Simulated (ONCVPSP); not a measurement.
## molybdenum: from the effect back to the setting (ONCV)

Base potential:

Mo (Z = 42), optimised norm-conserving Vanderbilt (ONCV), made with ONCVPSP 4.0.1 (PBE, fully relativistic). Core [Ar] 3d10, reference 4s2 4p6 4d5 5s0.75 (charge +0.25). Waves: 4s+5s: rc 1.40 bohr, ncon 4, nbas 8, qcut 6.8 1/bohr, 3 projectors, debl 2.4 Ha; 4p: rc 2.05 bohr, ncon 3, nbas 7, qcut 6.3 1/bohr, 1 projector; 4d: rc 2.15 bohr, ncon 4, nbas 9, qcut 8.3 1/bohr, 2 projectors, debl 3.8 Ha. Local part: polynomial inside 1.20 bohr (lpopt 4, dvloc0 0 Ha). Core correction: polynomial model core, fcfact 0.55.

Open shells are filled in proportion to 2j + 1.

Cutoffs, loose and tight: the cutoffs (Ha) at which the residual kinetic energy of the hardest occupied pseudo-wave falls to 1 and 0.1 mHa per electron. They do not see the model core or the augmentation charge, which bear on the density cutoff. Test errors are all-electron minus pseudo excitation energies from the reference, over the configurations 4s2 4p6 4d5 5s1; 4s2 4p6 4d5 5s0; 4s2 4p6 4d4 5s0; 4s2 4p6 4d5.5 5s0.5; variants that change the core or the reference have their own tests.

Only the scale of all radii but the core radius (base = 1) is moved (1 further runs of the sweep failed or gave no value and are left out):

| scale of all radii but the core radius (base = 1) | cutoff, loose | cutoff, tight | bound ghosts | largest test error (meV) |
| --- | --- | --- | --- | --- |
| 0.8 | 42 Ha | 126 Ha | s | +0.9 |
| 0.85 | 37 Ha | 112 Ha | none | +0.9 |
| 0.9 | 27 Ha | 100 Ha | none | +1.0 |
| 0.99 | 22 Ha | 74 Ha | none | +1.1 |
| 1.1 | 19 Ha | 24 Ha | none | +0.5 |
| 1.19 | 18 Ha | 21 Ha | none | +0.3 |
| 1.26 | 17 Ha | 20 Ha | p3/2 | -38 |

Question: One more run gave cutoff, loose: 21 Ha; cutoff, tight: 48 Ha; bound ghosts: d5/2; largest test error (meV): +1.6. Which value of the scale of all radii but the core radius (base = 1) was used?

Answer: 1.03. The loose cutoff moves one way along this sweep, from 42 Ha at 0.8 to 17 Ha at 1.26, which places the run between 0.99 and 1.1.
